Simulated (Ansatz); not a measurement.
Computed with Ansatz.

C2H8GeSi, SMILES `[GeH3][CH]1C[SiH2]1` at its PBE0-D4/def2-TZVP geometry, where that method's forces vanish. The species carries charge 0 and has multiplicity 1.

| atom | x (Å) | y (Å) | z (Å) |
| --- | --- | --- | --- |
| Ge1 | 0.404 | 1.722 | 0.229 |
| C2 | 0.605 | -0.188 | -0.012 |
| C3 | -0.289 | -0.903 | -1.055 |
| Si4 | -0.612 | -1.387 | 0.695 |
| H5 | 1.081 | 2.179 | 1.532 |
| H6 | 1.014 | 2.501 | -0.954 |
| H7 | -1.100 | 2.050 | 0.298 |
| H8 | 1.643 | -0.512 | -0.010 |
| H9 | -1.018 | -0.289 | -1.577 |
| H10 | 0.213 | -1.603 | -1.716 |
| H11 | -1.811 | -0.871 | 1.388 |
| H12 | -0.130 | -2.696 | 1.183 |

(1) For each bond, give half the difference of the two atoms' forces along it (eV/Å; positive pushes the atoms apart) under PBE-D4, r2SCAN-D4, B3LYP-D4, ωB97M-V in def2-TZVPP. (Best estimate.)

Results:

(1) The calculation gave: 
```json
{"bond": "Ge1–C2", "length (Å)": "1.936", "PBE-D4": "0.03", "r2SCAN-D4": "0.01", "B3LYP-D4": "0.13", "ωB97M-V": "0.03"}
{"bond": "Ge1–H5", "length (Å)": "1.539", "PBE-D4": "0.05", "r2SCAN-D4": "-0.05", "B3LYP-D4": "-0.03", "ωB97M-V": "-0.06"}
{"bond": "Ge1–H6", "length (Å)": "1.542", "PBE-D4": "0.06", "r2SCAN-D4": "-0.05", "B3LYP-D4": "-0.04", "ωB97M-V": "-0.08"}
{"bond": "Ge1–H7", "length (Å)": "1.541", "PBE-D4": "0.06", "r2SCAN-D4": "-0.05", "B3LYP-D4": "-0.02", "ωB97M-V": "-0.06"}
{"bond": "C2–C3", "length (Å)": "1.549", "PBE-D4": "0.05", "r2SCAN-D4": "0.15", "B3LYP-D4": "0.21", "ωB97M-V": "0.22"}
{"bond": "C2–Si4", "length (Å)": "1.848", "PBE-D4": "0.19", "r2SCAN-D4": "0.11", "B3LYP-D4": "0.14", "ωB97M-V": "0.07"}
{"bond": "C2–H8", "length (Å)": "1.087", "PBE-D4": "0.08", "r2SCAN-D4": "-0.05", "B3LYP-D4": "-0.15", "ωB97M-V": "-0.11"}
{"bond": "C3–Si4", "length (Å)": "1.844", "PBE-D4": "0.21", "r2SCAN-D4": "0.12", "B3LYP-D4": "0.21", "ωB97M-V": "0.09"}
{"bond": "C3–H9", "length (Å)": "1.086", "PBE-D4": "0.08", "r2SCAN-D4": "-0.05", "B3LYP-D4": "-0.10", "ωB97M-V": "-0.09"}
{"bond": "C3–H10", "length (Å)": "1.086", "PBE-D4": "0.07", "r2SCAN-D4": "-0.05", "B3LYP-D4": "-0.11", "ωB97M-V": "-0.09"}
{"bond": "Si4–H11", "length (Å)": "1.478", "PBE-D4": "-0.01", "r2SCAN-D4": "-0.05", "B3LYP-D4": "-0.11", "ωB97M-V": "-0.11"}
{"bond": "Si4–H12", "length (Å)": "1.478", "PBE-D4": "0.00", "r2SCAN-D4": "-0.05", "B3LYP-D4": "-0.12", "ωB97M-V": "-0.12"}
```

B3LYP here is the variant with VWN-RPA as its local correlation; programs differ in this.
